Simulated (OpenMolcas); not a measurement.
**Pd3+: ligand-field states by method**

Pd3+ with its 6 nearest fluoride ions at 2.138 Å, on the Ca site of CsCaF3 (a = 4.526 Å, distance in the model lattice 2.263 Å). The rest of the host is ab initio model potentials to 7.6 Å, with orthogonalisation functions on the cations behind the ligands, and point charges beyond; the distance is set by hand and nothing relaxes, and no local charge compensation is placed. Ligand basis ANO-RCC-VDZP.

- Program: OpenMolcas
- Basis: ANO-RCC-VTZP [7s6p4d2f1g]
- Scalar Hamiltonian: DKH2, point nucleus
- Active space: 7 electrons in 5 orbitals (4d)
- State averaging: 2S+1 = 4 even, 10 roots; 2S+1 = 2 even, 40 roots
- Spin-orbit coupling: state interaction with AMFI integrals over the reference wave functions

I. CASSCF
II. SS-CASPT2, IPEA 0.25 Eh, imaginary shift 0.1 Eh (closed shells correlated: 4s 4p and the ligand valence shells)
III. SS-CASPT2, IPEA 0.25 Eh, sigma2 regulariser 0.3 Eh (closed shells correlated: 4s 4p and the ligand valence shells)

Spin-free states (labels of O, the rotations of Oh) in cm-1, each column counted from its own energy of the first state listed:

```
State  Degeneracy      I     II    III
  4T1           3      0      0      0
   2E           2   1835  -7050  -7090
  4T2           3  12959  17920  17880
  2T1           3  14093   7690   7690
  2T2           3  14474   9010   9130
  2T1           3  18889  10280  10400
  4T1           3  24342  25460  25470
  2T2           3  26461  20490  20890
  2A1           1  27088  23730  24280
  4A2           1  27591  37210  37190
  2T1           3  30074  27840  27850
   2E           2  32107  28070  28350
  2T2           3  34914  26800  27090
  2T1           3  36567  31160  31640
  2T2           3  38164  30230  30630
   2E           2  42531  43810  43930
  2A2           1  43653  34910  35440
  2T1           3  47907  47780  47900
   2E           2  61719  51860  52240
  2T2           3  64808  58500  59140
```

II puts a state of multiplicity 2 lowest, 7100 cm-1 below that state. III puts a state of multiplicity 2 lowest, 7100 cm-1 below that state.

From I to II, I's first state of the same spin (4T2) moves from 12959 to 17920 cm-1, by about +5000 cm-1.

From I to II, I's first state of another spin (2E) moves from 1835 to -7050 cm-1, by about -8900 cm-1.

I: A least-squares ligand-field fit to the states below 45000 cm-1, each weighted by its degeneracy and with a free common offset, gives 10Dq = 14818 cm-1, B = 829 cm-1 and C = 3415 cm-1 (C/B = 4.12), with an rms deviation of 312 cm-1. The same method and metal basis give the free ion B = 997 cm-1 (fit to its terms below 60000 cm-1, rms deviation 13 cm-1), so the nephelauxetic ratio is β = 829 / 997 = 0.83; it hangs on how both fits weigh the states, and computed free-ion B values tend to be too large, so β mixes covalency with correlation.

χT at 300 K: I 2.88, II 0.54, III 0.53 cm3 K/mol.

Roots that are degenerate in the reference are averaged as groups; the widest CASPT2 spread within a group is 730 cm-1 (the 3-fold group of multiplicity 2 near 38200 cm-1 above the lowest state of its run, II). Shifts and gaps below about the spread of the groups concerned are not significant. Over all roots computed the reference weight is 0.68 to 0.72 in II, 0.69 to 0.72 in III; a low but even weight reflects the number of correlated electrons. The least metal-like active orbital is 82 % on the metal (Löwdin) and no ligand orbital is active, so the numbers are rough. Ligand-to-metal charge-transfer states are missing. With no ligand orbital active B as a rule stays too high, so bands that hang on it stand too high and its fall with covalency is understated. An orbital triplet at a regular site is open to Jahn-Teller coupling, which can distort the site and quench the lowest spin-orbit gaps and is left out (holds for I). Without dynamic correlation the repulsion within the d shell is too large (B by tens of per cent), so at a given field states of lower spin stand too high (holds for I). This shell can be high or low spin here, a state of another spin lies low, and with metal d orbitals alone active their balance is uncertain, so the ground spin may be wrong (holds for I). With metal d orbitals alone the field can be off either way by tens of per cent (holds for I). An orbital doublet at a regular site is open to a Jahn-Teller distortion, which this geometry leaves out (holds for II; III). This shell can be high or low spin here, a state of another spin lies low, and with metal d orbitals alone active their balance is uncertain, so the ground spin may be wrong, although the usual error favours high spin (holds for II; III). These CASPT2 states fit no ligand-field parameters well, so their order and spin gaps are uncertain (holds for II; III). With one d shell and no ligand orbital active, 10Dq can be off by a tenth or more (holds for II; III). No measured value stands beside these numbers; the geometry was set by hand and not optimised.
